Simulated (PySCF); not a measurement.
Two species compared at the same levels of theory.

First species: C7H7NOS.
Structure used (GFN2-xTB), in Å, numbered top down from 1:
```
atom  x, y, z in Å
O1    -1.5652    1.0502   -0.8777
C2    -2.6057    0.4563   -0.8237
N3    -2.8257   -0.7227   -0.1689
C4    -1.8953   -1.4485    0.5503
S5    -2.3711   -2.8490    1.2720
C6    -0.5923   -0.9690    0.6383
C7     0.5704   -0.6642    0.7906
C8     1.8975   -0.1892    0.8858
C9     2.4783    0.5446   -0.3050
C10    2.1168    1.3090    0.9174
H11   -3.5305    0.8107   -1.3151
H12   -3.7508   -1.1362   -0.1851
H13    2.5626   -0.8132    1.4707
H14    3.5198    0.3704   -0.5285
H15    1.8444    0.6517   -1.1713
H16    1.2376    1.9331    0.8790
H17    2.9021    1.6781    1.5593
```

Second species: C₆H₁₁NSSi.
Structure used (GFN2-xTB), in Å, numbered top down from 1:
```
atom  x, y, z in Å
C1     3.057    0.540    0.183
C2     2.329   -0.773   -0.029
S3     0.956   -0.630   -1.229
C4    -0.338    0.100   -0.181
C5    -1.001   -0.884    0.804
C6    -2.487   -0.678    0.437
Si7   -2.014    0.403   -1.069
C8    -2.585    2.177   -0.960
N9    -2.947    3.261   -0.881
H10    3.885    0.398    0.875
H11    3.449    0.910   -0.762
H12    2.391    1.295    0.597
H13    1.908   -1.159    0.899
H14    2.995   -1.522   -0.457
H15    0.100    0.970    0.307
H16   -0.779   -0.657    1.847
H17   -0.683   -1.905    0.599
H18   -3.014   -1.606    0.233
H19   -3.037   -0.155    1.218
H20   -2.191   -0.073   -2.434
```

Levels: PBE0/pcSseg-1 for dipole moment, HOMO energy, LUMO energy and HOMO–LUMO gap; GFN2-xTB for rotational constant A and rotational constant C. Geometries: GFN2-xTB. Each structure is a single optimised conformer of the isolated species, non-relativistic unless stated. Electronic properties by PySCF.

The conformers computed, where there is a choice (atom-mapped SMILES and torsion angles):
- `[O:1]=[CH:2][NH:3][C:4](=[S:5])[C:6]#[C:7][CH:8]1[CH2:9][CH2:10]1`: O1–C2–N3–C4 0°, C2–N3–C4–S5 180°
- `[CH3:1][CH2:2][S:3][C@@H:4]1[CH2:5][CH2:6][Si@H:7]1[C:8]#[N:9]`: C1–C2–S3–C4 -80°, C2–S3–C4–C5 -75°

```tsv
property	column X	column Y
dipole moment	2.28 D	3.87 D
HOMO energy	-6.55 eV	-6.55 eV
LUMO energy	-2.45 eV	-1.03 eV
HOMO–LUMO gap	4.10 eV	5.52 eV
rotational constant A	1.785 GHz	1.919 GHz
rotational constant C	0.507 GHz	0.555 GHz
```

Q: Which column belongs to which species?

A: Column X is the first species and column Y the second. The first has 17 atoms and 80 electrons, the second 20 and 84.

Q: How does each property change from the first species to the second?

A: dipole moment +1.59 D; HOMO energy 0.00 eV; LUMO energy +1.42 eV; HOMO–LUMO gap +1.42 eV; rotational constant A +0.134 GHz; rotational constant C +0.048 GHz.

On the first: A dipole of 2.28 D is allowed in Cs, and pure rotational transitions are dipole-allowed. The dipole equals about 7.6 × 10⁻³⁰ C·m (1 D = 3.33564 × 10⁻³⁰ C·m).

On the second: In atomic units the dipole is 1.52 e·bohr (1 au = 2.5417 D).
